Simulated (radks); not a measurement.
The numbers below are computed, except where a source is named.
Au+, 78 electrons, occupied as [Kr] 4d10 4f14 5s2 5p4 5d10 5f2 (not the ground configuration). Code: a radial shooting solver on a logarithmic mesh with Libxc functionals. Model: scalar-relativistic Kohn-Sham, LDA (Slater exchange, Perdew-Wang correlation), spin-unpolarised, spherical densities, finite nucleus; Fermi nuclear charge, rms radius 5.4371 fm.

Radial electron density D(r) = 4 pi r^2 rho(r):

r (bohr),D(r) (e/bohr)
0.0008821,8.588
0.001234,14.08
0.001713,22.30
0.002379,34.29
0.003302,50.57
0.004621,70.98
0.006414,91.35
0.008904,106.1
0.01236,109.0
0.0173,100.9
0.02401,97.98
0.03333,117.6
0.04664,145.5
0.06475,138.7
0.08989,115.7
0.1248,131.3
0.1746,124.5
0.2424,78.47
0.3365,86.18
0.4671,74.94
0.6536,33.88
0.9074,20.81
1.26,13.81
1.749,5.608
2.447,1.282
3.397,0.3268
4.715,0.3268
6.598,0.3010
9.159,0.1275
12.71,0.01711
17.65,0.0004925

D(r) has 5 maxima, at r = 0.0112, 0.0522, 0.144, 0.376, 5.40 bohr, and minima at 0.0218, 0.0936, 0.267, 3.83 bohr, inside which lie 1.89, 11.07, 30.07, 76.33 electrons.
